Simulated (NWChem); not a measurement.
Species: CH₃F₃Zr; SMILES [CH3][Zr]([F])([F])[F]

```xyz
8

Zr    -0.0017     0.0020     0.0883
F     -0.1781    -1.8043     0.6528
F     -1.5014     1.0661     0.5693
F      1.6466     0.7777     0.6304
C      0.0378    -0.0455    -2.1120
H     -0.8910    -0.4841    -2.5188
H      0.8853    -0.6508    -2.4808
H      0.1423     0.9709    -2.5322
```
Atoms are numbered in this order, from 1.

All runs use the structure optimised with PBE0/def2-SVP. Not confirmed as a minimum by frequencies. def2 effective core potentials on Zr; no spin-orbit coupling.

List the 4 lowest vertical singlet excitations from PBE/def2-SVPD with def2 effective core potentials on Zr, TDA (NWChem).


```
state  energy (eV)  oscillator strength  leading excitation (squared amplitude)
-----  -----------  -------------------  --------------------------------------
S1            4.98                0.003                      HOMO → LUMO (0.99)
S2            4.98                0.003                    HOMO → LUMO+1 (0.99)
S3            6.08                0.006                    HOMO → LUMO+2 (1.00)
S4            6.40                0.008                    HOMO → LUMO+4 (0.99)
```
